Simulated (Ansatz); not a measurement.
C2H9NOSi can be A, `C[SiH2]C(N)O`, or B, `C[SiH](N)CO`.

Computed with Ansatz on PBE0-D4/def2-TZVP structures; ΔE is electronic, products minus reactants. CCSD(T)/CBS is the MP2 limit (def2-TZVPP, def2-QZVPP) plus CCSD(T) − MP2 in def2-TZVPP, frozen cores. Functionals use def2-TZVPP. One conformer a species, not always the lowest.

Which is lower in electronic energy at CCSD(T)/CBS, and by how much? (Best estimate.)

The calculation gave: B, by 25.5 kcal/mol.

Give E(B) − E(A) in kcal/mol with CCSD(T)/def2-SVP, ωB97M-V, PBE-D4, r2SCAN-D4, BLYP-D4, LDA (SPW92), CCSD(T)/def2-TZVPP. (An estimate is asked.)

The calculation gave: CCSD(T)/def2-SVP -20.0, ωB97M-V -25.3, PBE-D4 -23.4, r2SCAN-D4 -25.3, BLYP-D4 -24.1, LDA (SPW92) -23.0, CCSD(T)/def2-TZVPP -24.9. None reverses the order clearly.

Does the order hold for the free energy at 298.15 K (harmonic terms from PBE0-D4)? (Estimate.)

Computed: Yes: G(B) − G(A) = -24.6 kcal/mol, for one conformer each.

Largest T1 diagnostic: 0.011.

From PBE to PBE0 (25 % exact exchange), in def2-TZVPP and without D4, E(B) − E(A) moves by −1.0 kcal/mol. At CCSD(T), def2-SVP lies +5.4 kcal/mol from the extrapolated value and def2-TZVPP +0.6 kcal/mol.
